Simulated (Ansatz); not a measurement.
Mulliken charges of F₃GeH₃Sn, SMILES `[F][Sn]([F])([F])[GeH3]` from ωB97M-V/def2-TZVPP in Ansatz (PBE0-D4/def2-TZVP geometry).

```csv
atom,x (Å),y (Å),z (Å),charge (e)
F1,0.018,-2.259,1.319,-0.466
Sn2,0.728,-0.892,0.202,1.253
F3,2.358,-0.421,1.064,-0.466
F4,1.305,-1.842,-1.343,-0.466
Ge5,-0.879,1.092,-0.266,-0.060
H6,-1.204,1.713,1.092,0.069
H7,-2.113,0.498,-0.944,0.069
H8,-0.121,2.055,-1.179,0.069
```

Task: By hand: the dipole of these point charges (1 e Å = 4.8032 D).

Result: Σ q r = (-0.988, 1.218, -0.287) e Å, of length 1.594 e Å = 7.66 D.

Task: How does the dipole of the full density compare? (Best estimate.)

Result: Computed: (-0.729, 0.899, -0.212) e Å, 5.65 D; the point charges give 1.36 times that, at 0° from its direction.

Point charges leave out the atoms' own dipoles, such as those of lone pairs, and Mulliken's split depends on the basis, so the two needn't agree.
